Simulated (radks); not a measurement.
Question: Species: Rh+. Configuration: [Kr] 4d7.5 5s0.5 (fractional occupations, a model configuration). All-electron calculation, scalar-relativistic Kohn-Sham, PBEsol, spin-polarised, spherical densities, point nucleus; open shells are filled with parallel spins first (spin-orbit coupling, left out, can overturn this in heavy ions). Program: a radial shooting solver on a logarithmic mesh with Libxc functionals. Some entries of the table are withheld. Estimate them.

orbital  occ.  eigenvalue (eV)  <r^2> (bohr^2)  <r> (bohr)
1s up       1        -23035.03        0.001439     0.03264
1s down     1        -23035.01        0.001439     0.03264
2s up       1        -3348.095         0.02376      0.1420
2s down     1        -3347.716         0.02376      0.1420
2p up       3        -3002.099         0.01870      0.1238
2p down     3        -3001.807         0.01870      0.1237
3s up       1        -605.9640          0.1749      0.3910
3s down     1        -605.7394          0.1749      0.3909
3p up       3        -492.2669          0.1775      0.3907
3p down     3        -492.0154          0.1774      0.3907
3d up       5        -310.3642          0.1642      0.3705
3d down     5        -309.9988          0.1640      0.3705
4s up       1         -92.7603           1.089         (1)
4s down     1         -91.1120           1.085         (2)
4p up       3         -60.7048           1.338         (3)
4p down     3         -58.9655           1.333         (4)
4d up       5         -15.8748           2.752       1.506
4d down   2.5         -14.0473           2.809       1.517
5s up     0.5         -11.9800           9.266       2.857
5s down     0         -10.6479           9.859       2.943

Answer: 
(1) 4s up <r> (bohr): 0.9801
(2) 4s down <r> (bohr): 0.9781
(3) 4p up <r> (bohr): 1.080
(4) 4p down <r> (bohr): 1.078
